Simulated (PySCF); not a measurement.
Compound: C3H8SSi.
Atom-mapped SMILES: `[SH:1][SiH:2]1[CH2:3][CH2:4][CH2:5]1` (hydrogens: H6 on S1; H7 on Si2; H8, H9 on C3; H10, H11 on C4; H12, H13 on C5)

Geometry (PBE0-D3(BJ)/def2-SVP, Å), atoms numbered from 1 in this order:
```xyz
13
C3H8SSi angstrom
S      2.6644   -0.9844   -0.4502
Si     0.9042   -0.0911    0.4067
C     -0.7341   -0.9847    0.1267
C     -1.3485    0.4199   -0.1271
C     -0.0840    1.2391   -0.5073
H      3.5244   -0.3702    0.3903
H      1.2065    0.2549    1.8302
H     -1.1966   -1.5960    0.9140
H     -0.7007   -1.5805   -0.8004
H     -1.7861    0.8126    0.8049
H     -2.1467    0.4365   -0.8873
H      0.1130    1.1945   -1.5907
H     -0.0636    2.2918   -0.1923
```

Level of theory: core-valence-separated Tamm–Dancoff BHandHLYP/aug-pcX-1 (pcseg-1 on H, def2-SVPD on Si, def2-SVPD on S) in PySCF, non-relativistic, gas phase, PBE0-D3(BJ)/def2-SVP geometry. Absolute energies from this functional tend to lie a few eV below measured edges; no shift was applied.

The lowest roots of each edge with f over 0.003 (five at most, numbered afresh; weaker and dark ones are left out), with transition dipoles (au) in the frame of the coordinates:

```json
{"root": "1", "edge": "C", "E (eV)": "285.18", "f": "0.0140", "μx": "-0.0385", "μy": "-0.0113", "μz": "-0.0199"}
{"root": "2", "edge": "C", "E (eV)": "285.19", "f": "0.0102", "μx": "-0.0240", "μy": "0.0289", "μz": "-0.0066"}
{"root": "3", "edge": "C", "E (eV)": "285.34", "f": "0.0176", "μx": "0.0081", "μy": "-0.0240", "μz": "0.0433"}
{"root": "4", "edge": "C", "E (eV)": "285.51", "f": "0.0221", "μx": "0.0189", "μy": "0.0112", "μz": "0.0517"}
{"root": "5", "edge": "C", "E (eV)": "285.66", "f": "0.0203", "μx": "0.0234", "μy": "-0.0453", "μz": "-0.0174"}
```

Problem. Molecules are fixed in this frame and the field points along (1, 0, −1)/√2. What effective strengths 3 f cos²θ do the roots have (θ between field and μ)?

Solution. root 1 (C3/C5): 0.004, root 2 (C3/C5): 0.003, root 3 (C5): 0.013, root 4 (C3): 0.011, root 5 (C5): 0.017. Root 5 is the strongest. Averaged over all orientations cos²θ is 1/3, which gives f back.

Hardware: one thread of an Arm Neoverse N1, shared host with 64 logical CPUs at a one-minute load of 60. Cost: 19 s of wall time, 0.84 GiB resident at most.

One conformer stands for the species.
